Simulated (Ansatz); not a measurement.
System: GeH2, charge -1, multiplicity 2. 
Coordinates optimised at B3LYP-D3(BJ)/def2-TZVP (Ansatz, a first-principles code):
```xyz
3

Ge    -0.0026    -0.0015     0.0675
H      0.0175    -1.1399    -1.1063
H      0.0667     1.1878    -1.0527
```
Charge -1, spin multiplicity 2.

Basis-set convergence of Hartree-Fock and CCSD(T) correlation energies (hartree) with Ansatz. Cores are frozen in the correlated levels unless marked. Open shells are spin-unrestricted. No spin-orbit coupling. Frozen are the shells of the preceding noble gas and the d and f shells that filled before the atom's block. No relativistic terms. This anion needs diffuse functions, which these sets lack.

| basis | functions | E(HF) | E(corr, CCSD(T)) |
|---|---|---|---|
| cc-pVDZ | 37 | -2076.45599 | -0.11853 |
| cc-pVTZ | 71 | -2076.53382 | -0.14509 |
| cc-pVQZ | 128 | -2076.53988 | -0.15292 |
| cc-pV5Z | 214 | ? | ? |

Q: Fill in the missing entries.

A: 
- cc-pV5Z, E(HF): -2076.54093
- cc-pV5Z, E(corr, CCSD(T)): -0.15549
